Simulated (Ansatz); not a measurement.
BH5Si (SMILES B[SiH3]) moved off its minimum; all values from Ansatz (a program for electronic structure), cores frozen in correlated methods.
(charge 0, multiplicity 1)
```xyz
7

B     -0.7174    -1.2284     0.1629
H     -0.2907    -2.1108     0.7565
H     -1.7740    -1.3071    -0.2885
Si     0.3671     0.5884    -0.0606
H     -0.1036     1.2661     1.1232
H     -0.0298     1.2569    -1.3068
H      1.6891     0.3299    -0.0753
```

Give the forces (eV/Å), the total energy and the dipole at CCSD(T)/cc-pV(T+d)Z.


| atom | Fx | Fy | Fz |
|---|---|---|---|
| B1 | 1.113 | 1.983 | -0.559 |
| H2 | 0.450 | -0.977 | 0.686 |
| H3 | -1.049 | -0.144 | -0.371 |
| Si4 | -3.723 | -1.598 | -0.388 |
| H5 | -0.016 | 0.761 | 0.621 |
| H6 | -0.049 | 0.318 | -0.104 |
| H7 | 3.275 | -0.344 | 0.115 |
Energy -316.7756 hartree, dipole 0.15 D.
